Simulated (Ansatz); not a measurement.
`F[SiH](Cl)C#C[SiH2]Cl`. Charge 0, multiplicity 1. The structure was optimised at the PBE0-D4/def2-TZVP level.

```xyz
10

F     1.397    2.996    0.278
Si    1.421    1.628    1.078
Cl    3.326    0.927    1.102
C     0.357    0.436    0.222
C    -0.369   -0.376   -0.313
Si   -1.449   -1.592   -1.140
Cl   -2.944   -2.139    0.144
H     0.966    1.875    2.454
H    -2.050   -0.968   -2.337
H    -0.655   -2.788   -1.487
```

(1) What is the dipole moment at PBE/def2-TZVPP? (Best estimate.)

(2) And with r2SCAN, B3LYP, ωB97M-V? (Estimate.)

(3) Give the Mulliken charges with PBE, B3LYP, ωB97M-V in def2-TZVPP. (Estimate.)

Answers

(1) The calculation gave: 0.80 D, with components (-0.29, -0.70, -0.27) D in this frame, pointing from negative to positive charge.

(2) The calculation gave: r2SCAN 0.81 D, B3LYP 0.83 D, ωB97M-V 0.81 D.

(3) The calculation gave: 
```csv
atom,PBE,B3LYP,ωB97M-V
F1,-0.25,-0.30,-0.28
Si2,0.63,0.73,0.66
Cl3,-0.18,-0.21,-0.18
C4,-0.17,-0.19,-0.21
C5,-0.13,-0.16,-0.17
Si6,0.44,0.51,0.42
Cl7,-0.20,-0.23,-0.20
H8,-0.06,-0.07,-0.02
H9,-0.04,-0.05,-0.01
H10,-0.04,-0.05,-0.01
```

B3LYP here is the variant with VWN-RPA as its local correlation; programs differ in this.

Program: Ansatz 0.2.0.
